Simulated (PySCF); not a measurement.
**Electron correlation in N²⁺ (nitrogen, charge +2)**

[He] 2s2 2p1, 2P determinant. All numbers are calculated (PySCF 2.14, no relativity, point nucleus, in aug-cc-pVTZ). Frozen: 1s2; 3 electrons correlated.

```json
{"level": "CCSD", "correlation energy (mhartree)": "-83.25"}
{"level": "(T)", "correlation energy (mhartree)": "-1.04"}
{"level": "CCSD(T)", "correlation energy (mhartree)": "-84.29"}
{"level": "CCSDT", "correlation energy (mhartree)": "-84.53"}
```

Diagnostics: T1 = 0.0069, D1 = 0.0132, largest double amplitude 0.136.

Cost of the coupled-cluster step: about 2.8 core-seconds, for 3 correlated electrons.

Iterations:

```
CC2 = 0
CCSD nocc = (np.int64(2), np.int64(1)), nmo = (45, 45)
frozen orbitals [[0], [0]]
max_cycle = 100
direct = 0
conv_tol = 1e-08
conv_tol_normt = 1e-06
diis_space = 8
diis_start_cycle = 0
Init t2, MP2 energy = -0.0566208922167045
Init E_corr(UCCSD) = -0.0566208922169125
cycle = 1  E_corr(UCCSD) = -0.071718282351727  dE = -0.0150973901  norm(t1,t2) = 0.0509664
cycle = 2  E_corr(UCCSD) = -0.0777113622976772  dE = -0.00599307995  norm(t1,t2) = 0.0250165
cycle = 3  E_corr(UCCSD) = -0.0833132665323215  dE = -0.00560190423  norm(t1,t2) = 0.0128157
cycle = 4  E_corr(UCCSD) = -0.0832204226725141  dE = 9.28438598e-05  norm(t1,t2) = 0.000857601
cycle = 5  E_corr(UCCSD) = -0.0832570425539318  dE = -3.66198814e-05  norm(t1,t2) = 0.000116651
cycle = 6  E_corr(UCCSD) = -0.0832436686187305  dE = 1.33739352e-05  norm(t1,t2) = 2.6412e-05
cycle = 7  E_corr(UCCSD) = -0.0832472331727144  dE = -3.56455398e-06  norm(t1,t2) = 7.93283e-06
cycle = 8  E_corr(UCCSD) = -0.0832470737190703  dE = 1.59453644e-07  norm(t1,t2) = 7.32653e-07
cycle = 9  E_corr(UCCSD) = -0.0832470177189466  dE = 5.60001237e-08  norm(t1,t2) = 1.37323e-07
cycle = 10  E_corr(UCCSD) = -0.0832470291651775  dE = -1.14462309e-08  norm(t1,t2) = 2.86901e-08
cycle = 11  E_corr(UCCSD) = -0.0832470277631307  dE = 1.4020468e-09  norm(t1,t2) = 1.00559e-08
UCCSD converged
E(UCCSD) = -52.90088234948663  E_corr = -0.0832470277631307
UCCSD(T) correction = -0.00104098933721953
```
